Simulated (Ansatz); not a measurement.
Relaxation of AlBH7NSi (11 atoms, charge 0, multiplicity 1), to a largest force component of 0.02 eV/Å in at most 50 steps.

All numbers below come from Ansatz, UKS B3LYP-D4/6-31G.

```xyz
11
Properties=species:S:1:pos:R:3
N -1.280 1.462 -0.007
B 0.166 1.272 -0.115
Si 0.916 -0.327 0.636
Al 0.069 -2.210 -0.391
H -1.681 1.605 -1.014
H -1.465 2.442 0.456
H -1.184 0.557 0.496
H 2.441 -0.306 0.418
H 0.677 -0.349 2.135
H 0.926 -3.249 -1.156
H -1.592 -2.460 -0.286
```

Where does it end, and by what steps?

The forces met the threshold. The force dipped under the threshold on the way, but the program's further checks kept it going. Limits of this set-up: no polarisation functions. After 33 steps the energy has fallen by 4.351 eV; H9 moved furthest, 2.02 Å. Parted: Si3–Al4. Joined: B2–Al4.

```csv
step,energy less start (eV),largest force component (eV/Å),accepted
0,0.0000,4.201,yes
2,-1.8660,1.093,yes
4,-2.0865,0.261,yes
6,-2.1147,0.132,yes
8,-2.1659,0.553,yes
10,-2.5893,0.783,yes
12,-3.4115,0.699,yes
14,-3.8899,0.653,yes
16,-4.0789,0.553,yes
18,-4.2396,0.374,yes
20,-4.3216,0.119,yes
22,-4.3417,0.154,yes
24,-4.3475,0.032,yes
26,-4.3486,0.125,yes
28,-4.3501,0.019,yes
30,-4.3507,0.034,yes
32,-4.3511,0.019,yes
33,-4.3511,0.019,yes
```

```xyz
11
Properties=species:S:1:pos:R:3
N -1.322 0.989 0.195
B -0.148 -0.136 0.120
Si 1.408 0.189 1.097
Al -0.392 -1.847 -1.002
H -1.506 1.350 -0.744
H -1.070 1.770 0.807
H -2.183 0.560 0.543
H 2.585 -0.731 1.141
H 1.648 1.418 1.954
H 0.742 -2.985 -1.111
H -1.769 -2.140 -1.827
```

Whether the end is a true minimum wasn't checked by a vibrational analysis.

The run took 3.3 min on 1 thread of Arm Neoverse V1, on a shared host, peak memory 0.2 GiB.
